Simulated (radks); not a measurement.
Os3+, configuration [Xe] 4f14 5d5.

All-electron calculation, scalar-relativistic Kohn-Sham, r2SCAN, spin-polarised, spherical densities, finite nucleus; open shells are filled with parallel spins first (spin-orbit coupling, left out, can overturn this in heavy ions); meta-GGA in the generalised Kohn-Sham scheme; Fermi nuclear charge, rms radius 5.4126 fm. Program: a radial shooting solver on a logarithmic mesh with Libxc functionals.

Energy parts (Ry):
total: -34501.6442
kinetic: 38227.8901
electron-nucleus: -85334.2050
Hartree: 13280.8342
exchange-correlation: -676.1635

Orbitals (lengths in bohr, moments of r in powers of bohr; r(max) is where P^2 peaks):
orbital  occ.  eigenvalue (Ry)      <r>   r(max)   <1/r>
1s up       1        -5436.916  0.01774  0.01103   90.42
1s down     1        -5436.918  0.01774  0.01103   90.42
2s up       1        -950.7587  0.07489  0.06338   21.19
2s down     1        -950.7226  0.07489  0.06337   21.19
2p up       3        -828.0630  0.06728  0.05219   19.05
2p down     3        -828.0353  0.06728  0.05219   19.05
3s up       1        -223.7373   0.1937   0.1786   7.862
3s down     1        -223.7344   0.1937   0.1786   7.862
3p up       3        -187.5450   0.1944   0.1772   7.220
3p down     3        -187.5393   0.1944   0.1772   7.220
3d up       5        -147.0204   0.1763   0.1446   6.802
3d down     5        -147.0003   0.1763   0.1446   6.802
4s up       1        -49.44186   0.4318   0.4048   3.342
4s down     1        -49.41468   0.4319   0.4049   3.340
4p up       3        -37.51681   0.4591   0.4249   3.033
4p down     3        -37.49362   0.4592   0.4251   3.031
4d up       5        -22.63225   0.4890   0.4346   2.705
4d down     5        -22.60420   0.4888   0.4348   2.705
4f up       7         -6.13131   0.5579   0.4068   2.237
4f down     7         -6.08064   0.5532   0.4067   2.247
5s up       1         -9.21264    1.012   0.9173   1.323
5s down     1         -8.98882    1.001   0.9114   1.342
5p up       3         -6.19216    1.167    1.034   1.125
5p down     3         -5.89134    1.149    1.023   1.147
5d up       5         -2.70957    1.589    1.322  0.8090
5d down     0         -2.30204    1.585    1.290  0.8211

The highest occupied level is 5d up at -36.866 eV. The electron density at the nucleus is 1.788e+06 e/bohr^3 (large components only). The density falls to 0.001 e/bohr^3 at r = 3.35 bohr. Spin moment in Bohr magnetons: 5.
